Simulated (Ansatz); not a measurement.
The cluster La₂O₂, relaxed as a singlet with RKS PBE0-D4/def2-TZVP in Ansatz, starting from the GFN1-xTB geometry. Force threshold 0.02 eV/Å.

In the def2 sets La takes a core potential; there is no spin–orbit coupling. The restricted singlet is unstable: a solution with broken spin symmetry lies lower. The relaxation made no stability test and no search for a lower SCF solution. At PBE0-D4/def2-TZVP a triplet of charge 0 lies 0.10 eV below the restricted singlet, each at its own geometry. The structure comes from a short search, and lower isomers may exist.

Start:

```xyz
4

La    0.1092    0.0106   -0.1980
La   -0.5129   -1.1530    0.0313
O    -1.0359    0.7847   -0.9042
O     1.4396    0.3577    1.0709
```

Problem. Estimate the energy that the relaxation releases and the steps that it takes.

Solution. 14402.2 kJ/mol, in 16 steps; 13 s on 4 threads of AMD EPYC 9B45 on a shared host. No frequencies were taken in this run, so the end may be a saddle point.

Problem. Does the start keep its bonding?

Solution. By distances, no bond broke or formed. The bond that changes most is La1–O3, from 1.55 to 2.14 Å (atoms count from 1). A close non-bonded pair moves further: La1–La2, from 1.34 to 3.28 Å.

Problem. Predict the relaxed structure.

Solution. 
```tsv
atom	x (Å)	y (Å)	z (Å)
La1	0.9857	1.1270	-0.6664
La2	-0.9853	-1.1278	0.6658
O3	-0.9604	0.2742	-0.9570
O4	0.9600	-0.2734	0.9576
```
Bond lengths (bridged metal pairs left out): 4 × La–O 2.14 Å.
